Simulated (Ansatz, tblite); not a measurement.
Isomers of Cu3F4 (doublet), found by a short tight-binding search and relaxed with r2SCAN-D4/def2-SVP in Ansatz.

The xTB rows come from tblite. Correlated methods freeze 31 core orbitals.

B: At PBE-D4/def2-TZVP, r2SCAN-D4/def2-TZVP the gap within one spin of the charge 0 doublet nearly closes, so an electron or hole may be smeared out by delocalisation error.

Other spin states were run for one of them alone.

A:

| atom | x (Å) | y (Å) | z (Å) |
| --- | --- | --- | --- |
| Cu1 | 0.1477 | -0.5744 | 1.4352 |
| Cu2 | -0.0887 | -0.9033 | -1.0166 |
| Cu3 | -0.0282 | 1.3574 | -0.1181 |
| F4 | -0.2039 | 1.2209 | 1.8076 |
| F5 | -1.4500 | 0.4194 | -1.1571 |
| F6 | 0.4319 | -2.1083 | 0.4098 |
| F7 | 1.1911 | 0.5882 | -1.3608 |

B:

```xyz
7

Cu   -1.2716    0.2705   -0.7315
Cu    0.4544    0.9431    0.9814
Cu    0.8900   -1.0090   -0.4983
F     2.0955    0.1160    0.4637
F    -0.3866   -0.8986    1.0726
F    -0.5678   -1.1618   -1.7418
F    -1.2140    1.7398    0.4541
```

Question: Estimate their order by electronic energy at PBE0-D4/def2-TZVP, counted from the lowest.

Answer: A (0.0) < B (0.6), in kcal/mol.

Question: Do the other levels pick the same lowest one?

Answer: Not GFN1-xTB, HF/def2-TZVP, r2SCAN-D4/def2-TZVP, r2SCANh-D4/def2-TZVP, MP2/def2-TZVP. Energies above each level's lowest (kcal/mol):

```csv
level,A,B
GFN1-xTB,0.5,0.0
GFN2-xTB,0.0,1.2
HF/def2-TZVP,2.7,0.0
PBE-D4/def2-TZVP,0.0,0.1
r2SCAN-D4/def2-TZVP,0.5,0.0
r2SCANh-D4/def2-TZVP,0.2,0.0
PBE0-D4/def2-TZVP,0.0,0.6
MP2/def2-TZVP,0.4,0.0
```
Point groups (tolerance 0.1 Å): A C2, B Cs. A and B have the same bonds, so they are conformers or stereoisomers. Lower isomers may exist.
